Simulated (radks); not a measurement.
Values are calculated unless marked as measured or tabulated.
Polarisability of the iron ion Fe+, [Ar] 3d6 4s1, at imaginary frequency. Level of theory: non-relativistic Kohn-Sham, LDA (Slater exchange, VWN5 correlation), spin-polarised, spherical densities, point nucleus; open shells are filled with parallel spins first (a radial shooting solver on a logarithmic mesh with Libxc functionals). Response by self-consistent Sternheimer equations with the Hartree and adiabatic LDA kernel.

w (hartree),alpha1(iw) (bohr^3)
0.00266,24.38
0.0143,24.29
0.0360,23.79
0.0697,22.32
0.118,19.40
0.186,15.27
0.280,10.97
0.413,7.453
0.605,4.941
0.892,3.232
1.35,2.053
2.12,1.208
3.59,0.6062
6.94,0.2260
17.5,0.04836

Static values: alpha1 = 24.38 bohr^3 (3.613 angstrom^3; uncoupled 34.79). C6 = 120.3, triple-dipole C9 = 2018 atomic units. One-pole (London) frequency 4 C6 / (3 alpha1^2) = 0.270 hartree, against 0.482 for minus the highest occupied eigenvalue. The dipole shielding factor is 0.961, as the force sum rule N/Z = 0.962 demands.
